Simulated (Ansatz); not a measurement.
Molecule: CdF2 (charge 0, singlet). 
Geometry from a B3LYP-D3(BJ)/def2-TZVP (Ansatz, a first-principles code) optimisation:
```xyz
3

Cd     0.0000     0.0000     0.0000
F      0.0000     0.0000    -1.9335
F      0.0000     0.0000     1.9335
```
Charge 0, spin multiplicity 1.

Wanted: atomisation energy (electronic, to ground-state atoms), in eV. Correlated levels leave the core frozen unless marked. UHF or UKS for open shells. Spin-orbit coupling is left out. Frozen are the shells of the preceding noble gas and the d and f shells that filled before the atom's block. In def2 rows, elements after Kr have scalar-relativistic effective core potentials. STO-3G rows are all-electron and non-relativistic. The coupled-cluster limit lacks core correlation, which all-electron functionals hold. CBS marks a two-point X^-3 extrapolation of the correlation energy; Hartree-Fock from the larger set.

```
level                                        program  atomisation energy (eV)
------------------------------------  --------------  -----------------------
SVWN5/def2-TZVPD                              Ansatz                     8.58
BLYP-D4/def2-TZVPD                    Ansatz + dftd4                     6.92
BLYP/def2-TZVPD                               Ansatz                     6.84
r2SCAN/def2-TZVPD                             Ansatz               (withheld)
PBE0/STO-3G                                   Ansatz                     9.18
PBE0/def2-SVP                                 Ansatz               (withheld)
HSE06-D3(BJ)/def2-TZVPD               Ansatz + dftd3                     6.71
CAM-B3LYP-D4/def2-TZVPD               Ansatz + dftd4                     6.97
PBE-QIDH/def2-TZVPD                           Ansatz                     6.92
RPA@PBE/def2-TZVPP                            Ansatz               (withheld)
CCSD(T)/CBS(def2-TZVPPD,def2-QZVPPD)          Ansatz               (withheld)
```

Task: Complete the blanks.

Result: 
- r2SCAN/def2-TZVPD, atomisation energy (eV): 7.05
- PBE0/def2-SVP, atomisation energy (eV): 6.58
- RPA@PBE/def2-TZVPP, atomisation energy (eV): 5.81
- CCSD(T)/CBS(def2-TZVPPD,def2-QZVPPD), atomisation energy (eV): 7.02
